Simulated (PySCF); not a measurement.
**Electron correlation in H⁻ (hydrogen, charge -1)**

1s2, closed-shell 1S. Computed with PySCF 2.14 in dyall-av3z, with the spin-free X2C one-electron Hamiltonian (Gaussian nucleus). Frozen: nothing; 2 electrons correlated; the 3 highest virtual orbitals of each spin left out.

With two correlated electrons CCSD is exact within the correlated space (frozen core and kept virtual orbitals).

| level | correlation energy (mhartree) |
| --- | --- |
| CCSD | -39.21 |

Diagnostics: T1 = 0.032, D1 = 0.0454, largest double amplitude 0.109.

Q: Is a single reference adequate?

A: Not fully. T1 exceeds 0.03, a sign that the reference determinant is poor.
